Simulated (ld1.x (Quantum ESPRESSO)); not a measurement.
# PBEsol PAW dataset for In (Z = 49), scalar-relativistic all-electron reference.

In (Z = 49), PAW, made with ld1.x (Quantum ESPRESSO) 7.5 (PBEsol, scalar-relativistic). Core [Kr], reference 4d10 5s2 5p0 (charge +1). Waves: 5s (bound): rcut 1.55, rcutus 2.05 bohr; 5s channel at -0.4 Ry: rcut 1.55, rcutus 2.05 bohr; 5p (bound, empty): rcut 2.35, rcutus 2.95 bohr; 5p channel at -0.3 Ry: rcut 2.35, rcutus 2.95 bohr; 4d (bound): rcut 1.40, rcutus 1.60 bohr; 4d channel at -0.65 Ry: rcut 1.40, rcutus 1.60 bohr. Local part: all-electron potential smoothed inside 2.80 bohr (lloc = -1). Core correction: Bessel-smoothed model core inside 0.95 bohr. Augmentation charge: BESSEL, radius 1.15 bohr.

All-electron outer shells of the reference configuration (PBEsol, scalar-relativistic, ld1.x):

```
shell  level (eV)  outermost node (bohr)  outermost maximum (bohr)
   4s     -127.00                   0.41                      0.77
   4p      -85.52                   0.42                      0.82
   4d      -26.07                   0.40                      0.94
   5s      -14.98                   1.02                      2.11
   5p       -8.42                   1.14                      2.61
```

(1) Estimate the cutoffs (Ry, on a coarse ladder) from which the occupation-weighted sum of valence levels, in a spherical-Bessel basis at the reference potential, stays within 10 and 1 mRy of its value at 400 Ry.

(2) What does a ghost test show?

(3) Is the overlap operator S = 1 + Σ q|β⟩⟨β| positive definite (Bessel basis up to 400 Ry)?

(4) Which valence shell sets the plane-wave cutoff?

(5) Tests: 4d10 5s2 5p1; 4d10 5s1 5p0; 4d10 5s0 5p0; 4d9 5s0 5p0; 4d9 5s2 5p2; 4d10 5s2 5p1.3; 4d10 5s0 5p3. Which has the largest error in its energy relative to the reference configuration, and how large is it?

Answers

(1) 55 Ry and 90 Ry.

(2) Ghost state, extra bound levels that the all-electron valence spectrum of the same l lacks: s at -125.2 eV. A true bound ghost makes a file unfit for plane-wave use.

(3) Yes: its lowest eigenvalue is 0.63 (p channel).

(4) 4d: its level needs 55 Ry to come within 1 mRy, against 10 Ry for 5s.

(5) 4d9 5s0 5p0, with -260 meV (all-electron minus pseudo) on +103.91 eV.
